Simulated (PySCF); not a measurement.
Run record: excited-state job, W(NH)2(SMe)2 (`C[S][W](=[NH])(=[NH])[S]C`).

Computed with TDDFT B3LYP/def2-SVPD, vertical, gas phase, core orbitals frozen in the response, def2 core potentials past Kr (PySCF 2.14.0, density-fitted response routines). Geometry: PBE0-D3(BJ)/def2-SVP. The command runs a driver script over a list of jobs; the input below is this job's line of settings and its coordinates in Å.

Command:
```bash
OMP_NUM_THREADS=1 python probes_run.py task.json out
```

Input:
```
{"job": {"kind": "uv", "xc": "B3LYP", "basis": "def2-SVPD", "ip": true, "nstates": 10}, "charge": 0, "multiplicity": 1}
W      0.817710     0.146587     0.435635
N      1.065259    -0.208935     2.132763
H      1.579095    -0.276673     3.006049
N      2.212319     0.804405    -0.396004
H      3.162094     1.151373    -0.491316
S     -0.922512     1.710665     0.420242
C     -0.916273     2.217656    -1.334006
H     -0.740857     1.364054    -2.002996
H     -0.150867     2.986492    -1.502785
H     -1.910316     2.630779    -1.555209
S      0.311650    -1.817976    -0.734211
C     -0.942727    -2.572185     0.361177
H     -0.468149    -2.964377     1.270126
H     -1.403951    -3.397225    -0.199198
H     -1.725254    -1.850752     0.633721
```

Output:
```
coarse grid: 61944 points
cycle   1  E = -1053.5967529634  dE = -1.222e+01  |g| = 8.937e-01  |ddm| = 8.958e+00
cycle   2  E = -1053.0227906777  dE =  5.740e-01  |g| = 1.771e+00  |ddm| = 2.951e+00
cycle   3  E = -1053.7166940246  dE = -6.939e-01  |g| = 5.955e-01  |ddm| = 2.045e+00
cycle   4  E = -1053.7994416384  dE = -8.275e-02  |g| = 1.730e-01  |ddm| = 7.496e-01
cycle   5  E = -1053.8061460196  dE = -6.704e-03  |g| = 7.998e-02  |ddm| = 3.308e-01
cycle   6  E = -1053.8079886459  dE = -1.843e-03  |g| = 7.462e-03  |ddm| = 1.274e-01
cycle   7  E = -1053.8080025279  dE = -1.388e-05  |g| = 2.782e-03  |ddm| = 1.615e-02
cycle   8  E = -1053.8080026283  dE = -1.004e-07  |g| = 2.791e-03  |ddm| = 5.324e-03
final grid: 126464 points
cycle   9  E = -1053.8079248306  dE =  1.630e-05  |g| = 8.833e-03  |ddm| = 1.311e-02
cycle  10  E = -1053.8077598336  dE =  1.650e-04  |g| = 2.799e-02  |ddm| = 3.193e-02
cycle  11  E = -1053.8079430562  dE = -1.832e-04  |g| = 3.506e-04  |ddm| = 2.430e-02
cycle  12  E = -1053.8079430843  dE = -2.811e-08  |g| = 1.352e-04  |ddm| = 5.065e-04
cycle  13  E = -1053.8079430881  dE = -3.820e-09  |g| = 4.266e-05  |ddm| = 1.602e-04
cycle  14  E = -1053.8079430886  dE = -4.529e-10  |g| = 8.020e-06  |ddm| = 5.708e-05
converged SCF energy = -1053.8079430886

Static polarisability (au): isotropic 131.005, principal 118.388 125.874 148.754

Singlet excitations
state   eV       nm        f      main configurations
  1   3.8400    322.9   0.06034   H->L 0.83
  2   4.2680    290.5   0.00644   H->L+1 0.62, H-2->L 0.36
  3   4.3039    288.1   0.00651   H-1->L 0.91
  4   4.5393    273.1   0.05762   H-2->L 0.56, H->L+1 0.27, H->L 0.10
  5   4.6106    268.9   0.00063   H->L+2 0.86, H-1->L+1 0.13
  6   4.7764    259.6   0.01407   H-3->L 0.80, H-2->L+1 0.13
  7   4.7829    259.2   0.00801   H-1->L+1 0.80, H->L+2 0.11
  8   5.1002    243.1   0.00875   H-3->L+1 0.68, H-1->L+2 0.15
  9   5.1285    241.8   0.00115   H->L+3 0.83
 10   5.1884    239.0   0.01091   H-1->L+2 0.53, H-2->L+1 0.27

Triplet excitations (Tamm-Dancoff, eV): 3.2409 3.7836 3.8853 4.0885
Vertical ionisation energy (delta-SCF) = 8.3847 eV
Vertical electron affinity (delta-SCF) = 0.2667 eV
```

The SCF starts on a coarse grid where the log names one; the energy can jump when the final grid takes over, and dE then counts from the start density on the new grid. H and L stand for HOMO and LUMO; the number after each pair is its weight.

Question: Give the mean polarisability as a volume in Å³, and the ratio of the largest to the smallest principal value.

Answer: 131.005 au × 0.148185 = 19.41 Å³; 148.754/118.388 = 1.26.

Question: How does the lowest singlet excitation compare with the HOMO–LUMO gap?

Answer: HOMO -6.57 eV and LUMO -1.95 eV give a gap of 4.62 eV; S1 at 3.84 eV lies 0.78 eV below it.

Main results: HOMO -6.57 eV, LUMO -1.95 eV; lowest singlet 3.84 eV; lowest triplet 3.24 eV (Tamm–Dancoff); mean polarisability 131.0 au.

Atoms past krypton carry effective core potentials; spin–orbit coupling is left out. The geometry optimisation had not met its thresholds, so the values belong to a structure short of the stationary point.

Question: Estimate the wall time. Hardware: Arm Neoverse V1, one thread, shared host with 32 logical CPUs at a one-minute load of 21. And the peak memory of the process?

Answer: About 6.5 min (density and orbital grids were written too), with 1.2 GiB resident at the peak, the Python interpreter and its libraries included.
Labels such as C1 count atoms from 1, the log's own numbers from 0.
